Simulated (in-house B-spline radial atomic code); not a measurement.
Ionising Cu4+ with different functionals

Computed with an all-electron radial atomic-structure program (B-spline basis): non-relativistic Hamiltonian, point nucleus, spin-polarised at highest spin, spherical fractional occupations for the functionals, and exact exchange of hybrids averaged over the configuration. The ionisation energy is the difference of two self-consistent energies, [Ar] 3d7 → [Ar] 3d6, without Breit or QED terms; ε is the level of the shell that loses the electron (its least bound occupied spin orbital).

```json
{"method": "PBE0", "rung": "global hybrid", "ΔSCF (eV)": "80.37", "-ε(3d) (eV)": "72.48"}
{"method": "B3LYP", "rung": "global hybrid", "ΔSCF (eV)": "?", "-ε(3d) (eV)": "?"}
{"method": "TPSSh", "rung": "global hybrid", "ΔSCF (eV)": "80.33", "-ε(3d) (eV)": "70.29"}
{"method": "M06-2X", "rung": "global hybrid", "ΔSCF (eV)": "?", "-ε(3d) (eV)": "?"}
{"method": "BHandHLYP", "rung": "global hybrid", "ΔSCF (eV)": "80.04", "-ε(3d) (eV)": "75.75"}
{"method": "r2SCAN0", "rung": "global hybrid", "ΔSCF (eV)": "79.89", "-ε(3d) (eV)": "72.15"}
{"method": "B97-1", "rung": "global hybrid", "ΔSCF (eV)": "80.46", "-ε(3d) (eV)": "71.96"}
{"method": "HSE06", "rung": "range-separated hybrid", "ΔSCF (eV)": "80.36", "-ε(3d) (eV)": "72.04"}
{"method": "wB97X", "rung": "range-separated hybrid", "ΔSCF (eV)": "80.20", "-ε(3d) (eV)": "74.67"}
{"method": "CAM-B3LYP", "rung": "range-separated hybrid", "ΔSCF (eV)": "80.60", "-ε(3d) (eV)": "74.03"}
{"method": "LC-wPBE", "rung": "range-separated hybrid", "ΔSCF (eV)": "80.70", "-ε(3d) (eV)": "74.83"}
```

Task: What does M06-2X give?

Result: ΔSCF 80.19 eV, and -ε(3d) = 76.43 eV.

Task: What does B3LYP give?

Result: ΔSCF 80.64 eV, and -ε(3d) = 72.00 eV.

Task: Among the functionals, which spreads more, the ΔSCF values or the orbital energies?

Result: The orbital energies: ΔSCF values span about 0.81 eV and the orbital energies 6.15 eV; here energy differences depend much less on the functional than eigenvalues do.

Task: How do they compare with the NIST value?

Result: NIST lists 79.8 eV ± 0.7 (semi-empirical, ground level to ground level). Errors run from +0.09 to +0.90 eV; all lie within about twice that uncertainty, so the table can't rank the methods.
